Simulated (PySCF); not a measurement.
tert-butanol (C₄H₁₀O), SMILES CC(C)(C)O.

Geometry: PBE0-D3(BJ)/def2-SVP. Other conformers were not sampled.

Level of theory: TDDFT-PBE/def2-SVPD run with PySCF.

Vertical excitations.  State labels are in the subgroup Cs.

### Question
Give excitation energies, oscillator strengths and character. (An estimate is asked for; the answer gives what the named calculation found.)

### Answer

```json
[
 {"state": "S1", "symmetry": "A\"", "energy (eV)": "5.98", "λ (nm)": "207", "f": "0.024", "main pairs": "HOMO→LUMO 100 %"},
 {"state": "S2", "symmetry": "A\"", "energy (eV)": "7.02", "λ (nm)": "177", "f": "0.002", "main pairs": "HOMO→LUMO+1 100 %"},
 {"state": "S3", "symmetry": "A'", "energy (eV)": "7.37", "λ (nm)": "168", "f": "0.015", "main pairs": "HOMO→LUMO+2 54 %, HOMO−1→LUMO 46 %"},
 {"state": "S4", "symmetry": "A'", "energy (eV)": "7.42", "λ (nm)": "167", "f": "0.046", "main pairs": "HOMO−1→LUMO 54 %, HOMO→LUMO+2 45 %"},
 {"state": "S5", "symmetry": "A\"", "energy (eV)": "7.42", "λ (nm)": "167", "f": "0.002", "main pairs": "HOMO→LUMO+3 98 %"},
 {"state": "S6", "symmetry": "A\"", "energy (eV)": "7.63", "λ (nm)": "163", "f": "0.002", "main pairs": "HOMO→LUMO+4 98 %"},
 {"state": "S7", "symmetry": "A\"", "energy (eV)": "8.09", "λ (nm)": "153", "f": "0.019", "main pairs": "HOMO−2→LUMO 98 %"},
 {"state": "S8", "symmetry": "A\"", "energy (eV)": "8.10", "λ (nm)": "153", "f": "0.036", "main pairs": "HOMO→LUMO+5 98 %"},
 {"state": "S9", "symmetry": "A'", "energy (eV)": "8.20", "λ (nm)": "151", "f": "0.049", "main pairs": "HOMO→LUMO+6 99 %"},
 {"state": "S10", "symmetry": "A'", "energy (eV)": "8.32", "λ (nm)": "149", "f": "0.044", "main pairs": "HOMO−3→LUMO 99 %"},
 {"state": "T1", "symmetry": "A\"", "energy (eV)": "5.83", "λ (nm)": "213", "f": "0", "main pairs": "HOMO→LUMO 99 %"},
 {"state": "T2", "symmetry": "A\"", "energy (eV)": "6.89", "λ (nm)": "180", "f": "0", "main pairs": "HOMO→LUMO+1 99 %"},
 {"state": "T3", "symmetry": "A'", "energy (eV)": "7.21", "λ (nm)": "172", "f": "0", "main pairs": "HOMO−1→LUMO 87 %"},
 {"state": "T4", "symmetry": "A'", "energy (eV)": "7.25", "λ (nm)": "171", "f": "0", "main pairs": "HOMO→LUMO+2 88 %"}
]
```
Triplets are in the Tamm–Dancoff approximation, which puts them higher than full response would, so one can lie above its singlet here.
